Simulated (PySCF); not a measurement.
C3H9Al, singlet, geometry from GFN2-xTB (such geometries of metal compounds can be far from the true shape); PySCF with CCSD/STO-3G.

The PySCF input:
```python
from pyscf import gto, scf, cc

mol = gto.M(
    atom='''
Al    0.01377557    0.00536366    0.00111920
C    -1.36712124   -1.42328928   -0.17712821
H    -1.44959113   -1.80169766   -1.20166716
H    -2.36933356   -1.07452599    0.09435791
H    -1.15117922   -2.28740004    0.46050578
C    -0.16027256    1.69622682   -1.04309429
H     0.69676512    1.87264152   -1.70193712
H    -0.23101461    2.58097547   -0.40129179
H    -1.05181885    1.69770984   -1.67955486
C     1.56875030   -0.25747259    1.22286490
H     2.24081454    0.60750024    1.22724421
H     2.17645426   -1.12614197    0.94751257
H     1.26311707   -0.42359105    2.26146089
''',
    basis='sto-3g',
    verbose=4,
)

mf = scf.RHF(mol)
mf.kernel()

mycc = cc.CCSD(mf, frozen=9)
mycc.kernel()
print('E(CCSD) = %.10f' % mycc.e_tot)
```

It wrote (shortened):

```
PySCF version 2.14.0

[INPUT] verbose = 4
[INPUT] num. atoms = 13
[INPUT] num. electrons = 40
[INPUT] charge = 0
[INPUT] spin (= nelec alpha-beta = 2S) = 0
[INPUT] symmetry False subgroup None
[INPUT] Mole.unit = angstrom
[INPUT] Symbol           X                Y                Z      unit          X                Y                Z       unit  Magmom
[INPUT]  1 Al     0.013775570000   0.005363660000   0.001119200000 AA    0.026032054510   0.010135848425   0.002114981479 Bohr   0.0
[INPUT]  2 C     -1.367121240000  -1.423289280000  -0.177128210000 AA   -2.583484722676  -2.689626935229  -0.334723805834 Bohr   0.0
[INPUT]  3 H     -1.449591130000  -1.801697660000  -1.201667160000 AA   -2.739330228299  -3.404715136670  -2.270821825284 Bohr   0.0
[INPUT]  4 H     -2.369333560000  -1.074525990000   0.094357910000 AA   -4.477391526141  -2.030559834827   0.178310607586 Bohr   0.0
[INPUT]  5 H     -1.151179220000  -2.287400040000   0.460505780000 AA   -2.175413446090  -4.322559612919   0.870229802979 Bohr   0.0
[INPUT]  6 C     -0.160272560000   1.696226820000  -1.043094290000 AA   -0.302871243683   3.205404134942  -1.971162530198 Bohr   0.0
[INPUT]  7 H      0.696765120000   1.872641520000  -1.701937120000 AA    1.316695249950   3.538779602289  -3.216195038031 Bohr   0.0
[INPUT]  8 H     -0.231014610000   2.580975470000  -0.401291790000 AA   -0.436554343673   4.877336772521  -0.758331579136 Bohr   0.0
[INPUT]  9 H     -1.051818850000   1.697709840000  -1.679554860000 AA   -1.987649559155   3.208206636579  -3.173898696582 Bohr   0.0
[INPUT] 10 C      1.568750300000  -0.257472590000   1.222864900000 AA    2.964508424829  -0.486552679682   2.310879748344 Bohr   0.0
[INPUT] 11 H      2.240814540000   0.607500240000   1.227244210000 AA    4.234525776543   1.148009074208   2.319155444858 Bohr   0.0
[INPUT] 12 H      2.176454260000  -1.126141970000   0.947512570000 AA    4.112902474043  -2.128099900678   1.790539256883 Bohr   0.0
[INPUT] 13 H      1.263117070000  -0.423591050000   2.261460890000 AA    2.386945325563  -0.800471073317   4.273541723515 Bohr   0.0

nuclear repulsion = 148.981172990121
number of shells = 23
number of NR pGTOs = 99
number of NR cGTOs = 33
basis = sto-3g
ecp = {}

******** <class 'pyscf.scf.hf.RHF'> ********
method = RHF
initial guess = minao
damping factor = 0
level_shift factor = 0
DIIS = <class 'pyscf.scf.diis.CDIIS'>
diis_start_cycle = 1
diis_space = 8
diis_damp = 0
SCF conv_tol = 1e-09
SCF conv_tol_grad = None
SCF max_cycles = 50
direct_scf = True
direct_scf_tol = 1e-13
Set gradient conv threshold to 3.16228e-05
Initial guess from minao.
init E= -356.243796159749
  HOMO = -0.265133295388866  LUMO = 0.209614647961953  gap/eV = 12.91855
cycle= 1 E= -356.491129246406  delta_E= -0.247  |g|= 0.276  |ddm|= 3.85
  HOMO = -0.286430469421863  LUMO = 0.334010986210799  gap/eV = 16.88307
cycle= 2 E= -356.521865666773  delta_E= -0.0307  |g|= 0.0623  |ddm|= 0.51
  HOMO = -0.319618359379519  LUMO = 0.325554686013756  gap/eV = 17.55605
cycle= 3 E= -356.523880154876  delta_E= -0.00201  |g|= 0.0184  |ddm|= 0.125
  HOMO = -0.31925297192391  LUMO = 0.323067199944479  gap/eV = 17.47842
cycle= 4 E= -356.524046655879  delta_E= -0.000167  |g|= 0.000883  |ddm|= 0.045
  HOMO = -0.318626614632086  LUMO = 0.324016085422546  gap/eV = 17.48720
cycle= 5 E= -356.524047010454  delta_E= -3.55e-07  |g|= 0.000141  |ddm|= 0.00165
  HOMO = -0.318642520104514  LUMO = 0.324017547981873  gap/eV = 17.48767
cycle= 6 E= -356.524047022393  delta_E= -1.19e-08  |g|= 1.94e-05  |ddm|= 0.000331
  HOMO = -0.318650324141104  LUMO = 0.324007514579508  gap/eV = 17.48761
cycle= 7 E= -356.52404702262  delta_E= -2.27e-10  |g|= 1.47e-06  |ddm|= 4.79e-05
  HOMO = -0.31865016477033  LUMO = 0.324007471449249  gap/eV = 17.48761
Extra cycle  E= -356.524047022623  delta_E= -3.18e-12  |g|= 3.99e-07  |ddm|= 2.67e-06
converged SCF energy = -356.524047022623

******** <class 'pyscf.cc.ccsd.CCSD'> ********
CC2 = 0
CCSD nocc = 11, nmo = 24
frozen orbitals 9
max_cycle = 50
direct = 0
conv_tol = 1e-07
conv_tol_normt = 1e-05
diis_space = 6
diis_start_cycle = 0
diis_start_energy_diff = 1e+09
Init t2, MP2 energy = -356.687506258287  E_corr(MP2) -0.163459235663615
Init E_corr(CCSD) = -0.163459235663688
cycle = 1  E_corr(CCSD) = -0.198875387851765  dE = -0.0354161522  norm(t1,t2) = 0.0533737
cycle = 2  E_corr(CCSD) = -0.209816063813765  dE = -0.010940676  norm(t1,t2) = 0.0190259
cycle = 3  E_corr(CCSD) = -0.215868280988655  dE = -0.00605221717  norm(t1,t2) = 0.00738143
cycle = 4  E_corr(CCSD) = -0.215999979185442  dE = -0.000131698197  norm(t1,t2) = 0.000887902
cycle = 5  E_corr(CCSD) = -0.215979942309088  dE = 2.00368764e-05  norm(t1,t2) = 0.000268618
cycle = 6  E_corr(CCSD) = -0.215980917036447  dE = -9.74727359e-07  norm(t1,t2) = 4.57761e-05
cycle = 7  E_corr(CCSD) = -0.215980419255949  dE = 4.97780498e-07  norm(t1,t2) = 1.30232e-05
cycle = 8  E_corr(CCSD) = -0.21598049386934  dE = -7.46133913e-08  norm(t1,t2) = 4.27878e-06
CCSD converged
E(CCSD) = -356.7400275164924  E_corr = -0.2159804938693398
E(CCSD) = -356.7400275165
```
